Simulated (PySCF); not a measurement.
Computed shifts of a molecule CH₁₀FNSi₃, PBE/pcSseg-1 run with PySCF, GIAO, gas phase, atoms alike by connectivity averaged where their shifts nearly agree, in ppm (number of nuclei): ¹³C: 3.7 (1). ²⁹Si: 10.2 (1), -51.4 (1), -59.5 (1). ¹⁹F: -198.0 (1). ¹⁵N: 11.6 (1). ¹H: 5.74 (1), 5.09 (3), 4.91 (3), 0.67 (3). References: ¹³C against TMS (σ = 182.0 ppm); ²⁹Si against TMS (σ = 335.4 ppm); ¹⁹F against CFCl3 (σ = 133.6 ppm); ¹⁵N against NH3 (σ = 267.0 ppm); ¹H against TMS (σ = 31.49 ppm), references at their B3LYP-D3(BJ)/def2-TZVP geometries, non-relativistic. Coordinates come from a TPSSh-D3(BJ)/def2-SVP optimisation. One conformer was computed; it need not be the lowest.

Task: Pick the molecule that these values belong to.
A. C[Si@H](F)N([SiH3])[SiH3]
B. CN[Si@H](F)[SiH2][SiH3]
C. NC[Si@H](F)[SiH2][SiH3]
D. CN[Si](F)([SiH3])[SiH3]

Result: A, C[Si@H](F)N([SiH3])[SiH3]
